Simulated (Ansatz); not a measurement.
HgS2⁻. The state is a doublet with charge -1. Geometry PBE0-D4/def2-TZVP, that of the neutral singlet; atoms count from 1.

```xyz
3

Hg   -0.0002   -0.0001   -0.0001
S    -1.2733    0.5559    1.7402
S     1.2735   -0.5559   -1.7401
```

In the def2 sets Hg takes a core potential; there is no spin–orbit coupling. The structure comes from a short search, and lower isomers may exist.

**Question.** Estimate the Mulliken populations from the PBE0/def2-TZVPD orbitals of Ansatz.

**Answer.** 
```json
{"atom": "Hg1", "charge (e)": "0.43", "spin (α − β)": "-0.07", "d electrons": "9.75"}
{"atom": "S2", "charge (e)": "-0.72", "spin (α − β)": "0.53", "d electrons": "–"}
{"atom": "S3", "charge (e)": "-0.72", "spin (α − β)": "0.53", "d electrons": "–"}
```
Mulliken values and Mayer orders depend strongly on the basis. With diffuse functions, as here, like atoms can get unlike values, and bond orders can come out too low or too high.

**Question.** Where does the spin sit?

**Answer.** Summed by element: Hg -0.07, S 1.07, of 1 unpaired in all. Largest on single atoms: S2 0.53, S3 0.53, Hg1 -0.07.

**Question.** And the Mayer bond orders between bonded heavy atoms (over 0.3)?

**Answer.** Hg1–S2 1.03 (2.23 Å); Hg1–S3 1.03 (2.23 Å). Values over 0.3 also appear between atoms too far apart for a bond (S2–S3 0.49 at 4.45 Å); they arise where an orbital or an unpaired electron spreads over both atoms.
